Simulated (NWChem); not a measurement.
Species: CH$_{2}$AlNO; SMILES O=C=[N][AlH2]

```xyz
6

Al     0.0000     0.0000     1.7391
H      0.0000     1.4113     2.4704
H      0.0000    -1.4113     2.4704
N      0.0000     0.0000    -0.0520
C      0.0000     0.0000    -1.2662
O      0.0000     0.0000    -2.4484
```
Atoms are numbered in this order, from 1.

Computed with NWChem. The geometry was optimised at PBE-D3(BJ)/def2-SVP. Ions are spin-unrestricted doublets at the neutral geometry; other ion states weren't tried.

```tsv
level	vertical ionisation energy, ΔSCF (eV)	−ε(HOMO) (eV)	ΔSCF minus −ε(HOMO) (eV)
B3LYP/def2-SVP	10.34	7.97	2.37
PBE/def2-SVP	9.98	6.88	3.10
PBE0/def2-SVP	10.40	8.24	2.16
LRC-wPBEh/def2-SVP	10.60	10.06	0.54
r2SCAN/def2-SVP	10.18	7.24	2.94
```
